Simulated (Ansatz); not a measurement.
One change: `[OH][GaH][Si](F)(F)F` becomes `C#C[Si](F)(F)F`.

Ansatz, PBE0-D4/def2-TZVP geometries, multiplicity 1. Each molecule was computed in one conformer, which needn't be the lowest.

Scalar relativity is left out up to krypton.

```
                                      property  `[OH][GaH][Si](F)(F)F`
             HOMO energy (PBE/def2-TZVPP) / eV                   -7.23
zero-point energy (PBE0-D4/def2-TZVP) / kJ/mol                    80.3
         HOMO–LUMO gap (B3LYP/def2-TZVPP) / eV                    5.93
            LUMO energy (PBE0/def2-TZVPP) / eV                   -2.18
          HOMO–LUMO gap (PBE0/def2-TZVPP) / eV                    6.38
         LUMO energy (ωB97M-V/def2-TZVPP) / eV                   -0.41
```

(1) What does the change do to each property? (Best estimate.)

Answers

(1) Computed: 
```tsv
property	`C#C[Si](F)(F)F`	shift
HOMO energy (PBE/def2-TZVPP) / eV	-8.01	-0.78
zero-point energy (PBE0-D4/def2-TZVP) / kJ/mol	76.1	-4.2
HOMO–LUMO gap (B3LYP/def2-TZVPP) / eV	7.99	2.06
LUMO energy (PBE0/def2-TZVPP) / eV	-0.82	1.36
HOMO–LUMO gap (PBE0/def2-TZVPP) / eV	8.48	2.10
LUMO energy (ωB97M-V/def2-TZVPP) / eV	1.33	1.74
```

With PBE0 the HOMO falls by 0.74 eV and the LUMO rises by 1.36 eV, so the gap widens by about 2.10 eV. PBE moves the HOMO by -0.78 eV and ωB97M-V by -0.91 eV. The zero-point energy changes by -4.2 kJ/mol with -3 modes.

B3LYP here is the variant with VWN-RPA as its local correlation; programs differ in this.
